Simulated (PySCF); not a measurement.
**Germanium: a sound run and one with changed settings**

Sound run: Ge²⁺ [Ar] 3d10 4s2, Ge³⁺ [Ar] 3d10 4s1. Calculation: PySCF 2.14, in x2c-SVPall (5s4p3d, 32 functions); the spin-free X2C one-electron Hamiltonian (Gaussian nucleus). In the sound run the correlated levels freeze [Ar] 3d10. The sound run starts from symmetry-adapted Hartree-Fock orbitals and uses a fine grid where one is needed.

Changed run: basis STO-3G, all-electron and non-relativistic. This setting is unsound on purpose.

| species | method | sound run (hartree) | changed run (hartree) | converged |
| --- | --- | --- | --- | --- |
| Ge²⁺ | UHF | -2095.85338 | -2050.96627 | yes |
| Ge²⁺ | TPSS | -2097.45504 | -2052.08115 | yes |
| Ge²⁺ | M06-L | -2097.42078 | -2052.16367 | yes |
| Ge²⁺ | MP2 | -2095.87975 | -2050.98943 | yes |
| Ge²⁺ | CCSD(T) | -2095.89176 | -2051.00509 | yes |
| Ge³⁺ | UHF | -2094.66946 | -2049.87028 | yes |
| Ge³⁺ | TPSS | -2096.20124 | -2050.93700 | yes |
| Ge³⁺ | M06-L | -2096.16235 | -2051.02902 | yes |

Ionisation energy of Ge²⁺:

```
 method  sound run (eV)  changed run (eV)
    UHF          32.216            29.823
   TPSS          34.118            31.134
  M06-L          34.244            30.875
    MP2          32.934            30.454
SCS-MP2          33.077            30.580
   CCSD          33.260            30.880
CCSD(T)          33.260            30.880
  CCSDT          33.260            30.880
    FCI          33.260            30.880
```

A minimal basis cannot let orbitals breathe on ionisation and holds almost no correlation. The Hamiltonian changed with the basis, so the totals do not compare.

For comparison, NIST gives 34.058 eV between the lowest levels.
